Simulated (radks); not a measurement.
The numbers below are computed, except where a source is named.
Fe+, configuration [Ar] 3d6 4s1 (the NIST ground configuration). Code: a radial shooting solver on a logarithmic mesh with Libxc functionals. Model: scalar-relativistic Kohn-Sham, r2SCAN, spin-polarised, spherical densities, finite nucleus; open shells are filled with parallel spins first; meta-GGA in the generalised Kohn-Sham scheme; Fermi nuclear charge, rms radius 3.7377 fm.

Unscreened Slater integrals over Kohn-Sham orbitals (cm^-1). They are taken over the spin-up orbitals.

F0(4s,4s): 74834
F0(4s,3d): 93764
G2(4s,3d): 12154
F0(4s,3p): 96170
G1(4s,3p): 5779.8
F0(4s,3s): 96602
G0(4s,3s): 4113.4
F0(3d,3d): 188240
F2(3d,3d): 85786
F4(3d,3d): 53133
F0(3d,3p): 207160
F2(3d,3p): 96906
G1(3d,3p): 120210
G3(3d,3p): 72534
F0(3d,3s): 212060
G2(3d,3s): 91004
F0(3p,3p): 231670
F2(3p,3p): 115930
F0(3p,3s): 237670
G1(3p,3s): 157590
F0(3s,3s): 244260

Derived for the open shells (J is the average intra-shell exchange parameter used in DFT+U). 3d: Racah B = F2/49 - 5 F4/441 = 1148 cm^-1, C = 35 F4/441 = 4217 cm^-1, C/B = 3.67, F4/F2 = 0.619, J = (F2 + F4)/14 = 9923 cm^-1.
